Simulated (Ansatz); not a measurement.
Reaction (cleavage of the B–Ga bond): `C[BH][Ga]([NH2])[OH]` + CH₃OH → `CBOC` + `[NH2][GaH][OH]`

Gas-phase electronic energies from Ansatz, PBE0-D4/def2-TZVP geometries. CCSD(T)/CBS adds triple-zeta CCSD(T) − MP2 to the extrapolated MP2 energy (def2 sets, frozen cores). This one scheme is used for every species. For Ga outer-core shells are correlated without core-valence functions, which leaves a few kJ/mol of doubt a bond. Scalar relativity is left out up to krypton. One conformer a species, not always the lowest.

```tsv
species	HF/def2-SVP energy (Eh)
`C[BH][Ga]([NH2])[OH]`	-2118.82281
CH₃OH	-114.95431
`CBOC`	-179.26826
`[NH2][GaH][OH]`	-2054.58074
```

Q: Work out ΔE.

A: ΔE = (-179.26826) + (-2054.58074) − (-2118.82281) − (-114.95431) = -0.07188 Eh = -45.1 kcal/mol. CCSD(T)/CBS gives -39.2 kcal/mol.

Largest T1 diagnostic among the species: 0.014.

At CCSD(T), def2-SVP lies −6.8 kcal/mol from the extrapolated value and def2-TZVPP −1.3 kcal/mol. In def2-TZVPP, CCSD(T) changes the Hartree–Fock value by +2.4 kcal/mol (the triples alone add −0.1 kcal/mol) and MP2 by +1.6 kcal/mol.
